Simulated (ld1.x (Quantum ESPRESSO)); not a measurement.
## Ranking TM semilocal potentials for Ge

All share these settings but for the change named:

germanium (Ge), norm-conserving Troullier–Martins (semilocal form), made with ld1.x (Quantum ESPRESSO) 7.5 (revPBE, scalar-relativistic). Core [Ar], reference 3d10 4s2 4p2. Waves: 4s (bound): rc 1.30 bohr; 3d (bound): rc 1.10 bohr; 4p (bound): rc 1.50 bohr. Local part: the p channel. Core correction: none.

Cutoff: the first of the cutoffs (Ry, on a coarse ladder) from which the occupation-weighted sum of valence levels, in a spherical-Bessel basis at the reference potential, stays within 10 and 1 mRy of its value at 400 Ry; the density cutoff is not measured.

The base gives 230 Ry.

Of 10 variants that were run, those that failed, showed a ghost or another fault, or gave nearly equal values are left out.

A variant can come out equal or close to the base.

Rank these variants from softest to hardest (loose cutoff).
A. wave 4p (bound): rc 1.50 bohr becomes 4p (bound): rc 1.34 bohr
B. all radii scaled by about 1.29 (s 1.68, p 1.92, d 1.42 bohr)
C. wave 3d (bound): rc 1.10 bohr becomes 3d (bound): rc 1.58 bohr
D. all radii scaled by about 1.09 (s 1.42, p 1.64, d 1.20 bohr)

C (140 Ry), B (160 Ry), D (200 Ry), A (230 Ry).
